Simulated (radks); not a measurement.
Task: Coherent X-ray form factor from a spherical all-electron density. Calculated with a radial shooting solver on a logarithmic mesh with Libxc functionals: scalar-relativistic Kohn-Sham, r2SCAN, spin-unpolarised, spherical densities, finite nucleus; meta-GGA in the generalised Kohn-Sham scheme; Fermi nuclear charge, rms radius of each element as measured or else 0.836 A^(1/3) + 0.57 fm.

| sin(theta)/lambda (1/angstrom) | f0 (electrons) |
|---|---|
| 0.05 | 21.884 |
| 0.1 | 21.542 |
| 0.15 | 20.992 |
| 0.2 | 20.259 |
| 0.25 | 19.380 |
| 0.3 | 18.390 |
| 0.4 | 16.240 |
| 0.5 | 14.092 |
| 0.6 | 12.149 |
| 0.8 | 9.223 |
| 1 | 7.489 |
| 1.25 | 6.298 |
| 1.5 | 5.509 |
| 2 | 4.121 |

The species is in the configuration that NIST lists as its ground one. Which atom or ion scatters so?

Result: The zinc ion Zn8+, [Ar] 3d4. Extrapolating in s^2 from the first two rows gives f0(0) = 22.0, near the electron count 22; among species with that count, the fall with angle is slower the higher Z, and the table is that of Z = 30; from so few rows the species is fixed only to a neighbour or two.
